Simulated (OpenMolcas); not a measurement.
Ti2+ (d2) among equal point charges was computed by CASSCF with the d shell active (OpenMolcas, ANO-RCC-VDZP on the metal). Its lowest spin-free states, and all those of the highest spin:

| 2S+1 | Degeneracy | E (cm-1) |
| --- | --- | --- |
| 3 | 2 | 0.0 |
| 3 | 1 | 3405 |
| 1 | 1 | 7634 |
| 1 | 2 | 9743 |
| 3 | 2 | 13778 |
| 1 | 1 | 13824 |
| 1 | 1 | 14044 |
| 3 | 1 | 16435 |
| 3 | 1 | 19101 |
| 1 | 1 | 22956 |
| 1 | 1 | 23292 |
| 1 | 2 | 25448 |
| 3 | 2 | 29753 |
| 3 | 1 | 33847 |

Problem. Is the site octahedral, tetrahedral or cube-like, axial, or of lower symmetry?

Solution. The states with 2S+1 = 3 have orbital degeneracies 2, 1, 2, 1, 1, 2, 1. There are pairs but no triples, so the site is axial: not cubic, but with a proper or improper axis of order three or more. The run had Ti2+ among 6 point charges of -2 e arranged as a tetragonal octahedron (D4h), 1.99 Å from the ion, with the axial distance 1.791 Å. The active orbitals were held to one l.

An orbital doublet at a regular site is open to a Jahn-Teller distortion, which this geometry leaves out. Without dynamic correlation the repulsion within the d shell is too large (B by tens of per cent), so at a given field states of lower spin stand too high. This is an electrostatic model: the charges have no orbitals. No measured value stands beside these numbers.
